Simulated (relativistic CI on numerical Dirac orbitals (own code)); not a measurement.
Pt⁵²⁺: sensitivity of the levels to the model

Base calculation: Dirac-Coulomb-Breit CI, separate exchange-only KLI orbitals for each configuration, model QED (radiative potential, 1s self-energy scaled to tabulated hydrogen-like ionisation energies), unscaled Slater integrals.

Configuration list (outside the closed core [Ne]): 3s²3p⁶3d⁸, 3s²3p⁵3d⁹, 3s²3p⁴3d¹⁰, 3s3p⁶3d⁹, 3p⁶3d¹⁰, 3s3p⁵3d¹⁰, 3s²3p⁶3d⁷4s, 3s²3p⁶3d⁷4p, 3s²3p⁴3d⁹4s, 3s²3p⁶3d⁷4d, 3s²3p⁴3d⁹4p, 3s²3p⁵3d⁸4s, 3s²3p⁶3d⁷4f, 3s²3p⁴3d⁹4d, 3s3p⁵3d⁹4s, 3s²3p⁵3d⁸4p, 3s3p⁵3d⁹4p, 3s²3p⁶3d⁶4s², 3s²3p⁵3d⁸4d, 3s3p⁵3d⁹4d, 3s3p⁶3d⁸4s, 3s²3p⁶3d⁶4s4p, 3p⁶3d⁹4s, 3s²3p⁵3d⁸4f, 3s²3p⁶3d⁷5s, 3s²3p⁶3d⁶4p², 3s3p⁶3d⁸4p, 3p⁶3d⁹4p, 3s²3p⁶3d⁶4s4d, 3s²3p⁶3d⁷5p, 3s²3p⁵3d⁷4s², 3s²3p⁶3d⁷5d, 3s²3p⁶3d⁶4p4d, 3p⁶3d⁹4d, 3s3p⁶3d⁸4d, 3s²3p⁶3d⁷5f. Levels of other configurations are missing.

Variants: (1) only the first 3 configurations. Shifts of the energy above 3s²3p⁶3d⁸ ³F4, in eV, for the lowest level and the first level of each name with at least 55 % of one term (blank where a level changes its place among those of its configuration and J or its character, or is not in the variant):

| Level | Base | Δ(1) |
| --- | --- | --- |
| 3s²3p⁶3d⁸ ³F4 | 0.00 | 0.00 |
| 3s²3p⁶3d⁸ ³F3 | 84.62 | -0.04 |
| 3s²3p⁶3d⁸ ¹G4 | 100.52 | +0.03 |
| 3s²3p⁶3d⁸ ³P1 | 100.70 | -0.04 |
| 3s²3p⁶3d⁸ ³F2 | 176.89 | +0.02 |
| 3s²3p⁵3d⁹ ³F°4 | 475.15 | -0.52 |
| 3s²3p⁵3d⁹ ³D°3 | 502.66 | +0.30 |
| 3s²3p⁵3d⁹ ³P°0 | 584.29 | +0.35 |
| 3s²3p⁵3d⁹ ³F°3 | 586.57 | -0.21 |
| 3s²3p⁵3d⁹ ³F°2 | 968.43 | -0.28 |
| 3s²3p⁴3d¹⁰ ³P2 | 982.81 | +3.05 |
| 3s²3p⁴3d¹⁰ ¹S0 | 1006.64 | +2.19 |
| 3s3p⁶3d⁹ ³D3 | 1150.71 |  |
| 3s3p⁶3d⁹ ³D1 | 1238.60 |  |

At this charge energies of transitions that change n are usually good to better than 1 %, and those within a shell (Δn = 0) to a few per cent.

Ionisation energy from the two ground configurations alone: base 4979.16 eV. The NIST ASD value (theoretical) is 4980 eV.

LS names give the leading component of a level, which can be under half, so a name can repeat, a term be missing and a line seem to break the LS rules.
